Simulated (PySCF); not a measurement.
Species: trans-[RuO2Cl4]2- (charge -2 and triplet state).
Geometry (PBE0-D3(BJ)/def2-SVP, Å), atoms numbered from 1 in this order:
```
atom  x, y, z in Å
Ru1   -0.0083   -0.0097   -0.0008
O2     0.2041    0.2321    1.6456
O3     0.2590    0.2352   -1.6389
Cl4    2.5786   -0.3230    0.0509
Cl5   -2.5274   -0.1797   -0.0352
Cl6   -0.3617    2.5790   -0.0039
Cl7   -0.1443   -2.5338   -0.0177
```

Method used: PySCF, PBE0-D3(BJ)/def2-SVP geometry optimisation, gas phase, def2 core potentials past Kr.

(1) Which atoms are bound to Ru1, and at what distances?

(2) List the angles at Ru1.

(3) What is the shape at Ru1?

(4) What are the rotational constants (commonest isotopes, rigid rotor)?

Results:

(1) 6 atoms: O2 1.678 Å, O3 1.678 Å, Cl5 2.525 Å, Cl7 2.528 Å, Cl4 2.606 Å, Cl6 2.613 Å.

(2) 
```csv
angle,degrees,distance of the outer atoms (Å)
Cl4–Ru1–Cl5,169.2,5.11
Cl6–Ru1–Cl7,169.1,5.12
O2–Ru1–O3,156.5,3.28
Cl4–Ru1–Cl6,104.7,4.13
O2–Ru1–Cl7,99.1,3.25
O3–Ru1–Cl5,98.9,3.24
O2–Ru1–Cl5,98.6,3.23
O3–Ru1–Cl7,98.5,3.23
Cl4–Ru1–Cl7,86.2,3.51
Cl5–Ru1–Cl6,86.1,3.51
Cl5–Ru1–Cl7,83.1,3.35
O3–Ru1–Cl4,83.0,2.92
O3–Ru1–Cl6,82.9,2.92
O2–Ru1–Cl6,82.8,2.92
O2–Ru1–Cl4,82.7,2.91
```

(3) Distorted octahedral: the three widest angles are 169.2°, 169.1° and 156.5°, the others run from 82.7° to 104.7°. The Ru–Cl distances aren't all alike: 2.525 to 2.613 Å. Differences among atoms that C2v makes equivalent are scatter left by the optimiser.

(4) A = 976.3, B = 869.9, C = 545.8 MHz: an asymmetric top.

Point group: C2v (tolerance 0.08 Å). Charge -2, triplet. ⟨S²⟩ = 2.021 (exact for a triplet: 2.00). Whether so highly charged an anion holds all its electrons in the gas phase wasn't checked; a finite basis holds them in any case. No counter-ion or solvent screens the charge of this multiply charged ion. The geometry's basis has no diffuse functions, a weakness for an anion. PBE0-D3(BJ)/def2-SVP frequencies: not computed here.

Caution for open-shell metal species: one SCF solution and one stationary point were followed, and a lower state or a bent or distorted shape isn't ruled out.
